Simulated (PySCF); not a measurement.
PySCF 2.14 output of a UHF calculation on a single atom or ion in def2-TZVP (5s5p2d1f, 37 functions), with no relativity, point nucleus:

```
SCF conv_tol = 1e-09
number electrons alpha = 9  beta = 8
cycle= 1 E= -459.475939492285  delta_E= -0.00567  |g|= 0.0325  |ddm|= 0.0525
cycle= 2 E= -459.476674148589  delta_E= -0.000735  |g|= 0.0126  |ddm|= 0.0197
cycle= 3 E= -459.476808470877  delta_E= -0.000134  |g|= 0.00101  |ddm|= 0.0132
cycle= 4 E= -459.476809781096  delta_E= -1.31e-06  |g|= 0.000321  |ddm|= 0.00192
cycle= 5 E= -459.476809910425  delta_E= -1.29e-07  |g|= 9.84e-05  |ddm|= 0.000688
cycle= 6 E= -459.476809921648  delta_E= -1.12e-08  |g|= 2.45e-05  |ddm|= 0.000243
cycle= 7 E= -459.476809922413  delta_E= -7.66e-10  |g|= 2.61e-06  |ddm|= 7.02e-05
converged SCF energy = -459.476809922413  <S^2> = 0.75977603  2S+1 = 2.0097523
```

The run itself started from symmetry-adapted Hartree-Fock orbitals and held the occupation by maximum overlap, so the iterations belong to that start.

**Question.** Which element, charge and spin multiplicity is this?

**Answer.** Cl (chlorine, neutral), multiplicity 2; the state was [Ne] 3s2 3p5, 2P determinant.
